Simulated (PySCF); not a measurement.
Vertical excitations of a molecule CH5NO2Si2 from TDA-PBE0/def2-SVPD (PySCF 2.14.0), as energy in eV (oscillator strength): 6.48 (0.009), 6.65 (0.017), 6.79 (0.032), 6.98 (0.004), 7.12 (0.033), 7.38 (0.005), 7.56 (0.021), 7.65 (0.006), 7.84 (0.068), 7.96 (0.058). Lowest triplet (TDA): 5.71 eV. Geometry optimised at PBE0-D3(BJ)/def2-SVP. Other conformers were not sampled.

Question: Which structure fits?
(A) N#CO[Si@H](O)[SiH3]
(B) [SiH3]N=C1O[SiH2]O1
(C) O[Si@@H]1C=N[SiH2]O1
(D) [SiH3]O[Si@@H]1N=CO1

Answer: A, N#CO[Si@H](O)[SiH3]
